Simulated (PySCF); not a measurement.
## Exercise with solution: refractive index and permittivity of the vapour

GeH₇NOSi, SMILES [GeH2]([OH])[NH][SiH3].

Geometry: ωB97X-D3(BJ)/def2-SVP. The structure was generated by enumeration, and PubChem lists no compound with its InChIKey, so it may never have been made. One conformer was computed; it need not be the lowest.

PySCF with HF/def2-TZVP gives a mean static polarisability of 59.6 bohr³ and a dipole moment of 1.01 D. Take an ideal gas at 298.15 K and 1 bar, whether or not the substance is that volatile.

Problem. Work out n − 1 in the optical limit and the static ε − 1.

Solution. 
Polarisability volume α' = 59.6 × 0.148185 = 8.83 Å³. Number density N = p/kT = 2.43e-5 Å⁻³.
Dilute limit of Lorentz–Lorenz: n − 1 = 2π N α' = 0.0013.
Orientation term of Debye: μ²/(3kT) = 8.098 Å³ × μ²(D²) = 8.26 Å³.
ε − 1 = 4π N (α' + μ²/3kT) = 0.0052. Orientation of the dipole supplies 48 % of the static response; it can't follow optical fields. Vibrational polarisation and dispersion are left out.
